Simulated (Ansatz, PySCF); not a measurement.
Te(Cl)(OSiH3) (ClH₃OSiTe), SMILES [SiH3]O[Te]Cl. Atoms are numbered in the order given.

```xyz
7

Te     0.3913    -0.0091     0.7784
Cl     0.8329     1.8061    -0.7192
O     -0.3486    -1.3222    -0.5183
Si    -1.7924    -1.1611    -1.3737
H     -2.8768    -0.6633    -0.4777
H     -2.1218    -2.5192    -1.8822
H     -1.6263    -0.2181    -2.5137
```

Coordinates come from a B3LYP-D3(BJ)/def2-SVP optimisation. This is a generated structure with no PubChem entry under its InChIKey; it may be hypothetical. The def2 effective core potentials stand for the cores of Te; spin–orbit coupling is left out. The values are those of a single conformer.

Vertical ionisation energy (IE) and electron affinity (EA) in eV. Rows of orbital energies are one-electron estimates. Where ΔSCF, EOM or ADC give a negative EA the extra electron is unbound and the value depends on the basis.

```
level                                                                  IE    EA
-------------------------------------------------------------------  ----  ----
−ε(HOMO), −ε(LUMO), r2SCAN/def2-TZVP (PySCF)                         5.63  3.39
−ε(HOMO), −ε(LUMO), PBE/def2-TZVP (PySCF)                            5.37  3.47
ΔSCF, PBE0/def2-SVPD (Ansatz), final states of multiplicity 2 and 2  8.66  1.07
ΔSCF, PBE/def2-SVPD (Ansatz), final states of multiplicity 2 and 2      …     …
```

**Question.** Some entries are withheld; supply them. (Estimate from the structure and the level; the computed values follow.)

**Answer.** 
- ΔSCF, PBE/def2-SVPD (Ansatz, a quantum-chemistry and plane-wave program), final states of multiplicity 2 and 2, IE: 8.40
- ΔSCF, PBE/def2-SVPD (Ansatz), final states of multiplicity 2 and 2, EA: 1.02

**Question.** What vertical singlet–triplet gap does ΔSCF give with PBE0/def2-SVPD (Ansatz) and with PBE/def2-SVPD (Ansatz)? (The exact figures need the calculation; the answer reports its results.)

**Answer.** 1.65 and 1.60 eV (triplet above singlet where positive).
